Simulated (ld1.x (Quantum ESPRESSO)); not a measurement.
# Transferability test, PAW potential for germanium (Ge)

```
Element                 : germanium (Ge)
Generator               : ld1.x (Quantum ESPRESSO) 7.5
Type                    : PAW
Functional              : LDA (PZ)
Relativity              : scalar-relativistic
Frozen core             : [Ne] 3s2
Valence charge          : 20
Reference configuration : 3p6 3d10 4s2 4p2
Partial waves           : 4s (bound): rcut 1.30, rcutus 1.60 bohr; 4s channel at -0.3 Ry: rcut 1.30, rcutus 1.60 bohr; 3p (bound): rcut 1.10, rcutus 1.40 bohr; 4p (bound): rcut 1.10, rcutus 1.40 bohr; 3d (bound): rcut 0.55, rcutus 0.65 bohr; 3d channel at -1.6 Ry: rcut 0.55, rcutus 0.65 bohr
Local potential         : all-electron potential smoothed inside 0.80 bohr (lloc = -1)
Core correction         : Bessel-smoothed model core, default radius (core density twice the valence density)
Augmentation charge     : BESSEL, radius 0.55 bohr
```

Energies are relative to the spin-unpolarised reference configuration 3p6 3d10 4s2 4p2; without spin polarisation the order of configurations can differ from experiment. Spin-polarised rows fill each open shell by Hund’s rule, majority spin first.

```tsv
valence configuration	charge	ΔE all-electron (eV)	error AE − PS (meV)
3p6 3d10 4s2 4p1	+1	7.636	-3.0
3p6 3d10 4s2 4p0	+2	23.352	-10
3p6 3d10 4s1 4p0	+3	58.570	-12
3p6 3d9 4s2 4p2	+1	38.946	-30
3p6 3d10 4s2 4p1.5	+0.5	2.889	-1.1
3p6 3d10 4s0 4p4	0	16.359	+69
3p6 3d10 4s2 4p1 (spin-polarised)	+1	7.451	-3.0
```

Task: What are ΔE and the potential's error for 3p6 3d10 4s2 4p2 (spin-polarised)?

Result: ΔE = -0.563 eV all-electron; the error (AE − PS) is +0.2 meV.

Task: What are ΔE and the potential's error for 3p6 3d9 4s2 4p3?

Result: ΔE = 29.720 eV all-electron; the error (AE − PS) is -33 meV.

Note: ghost state, extra bound levels that the all-electron valence spectrum of the same l lacks: s at -295.6 eV. A true bound ghost makes a file unfit for plane-wave use.
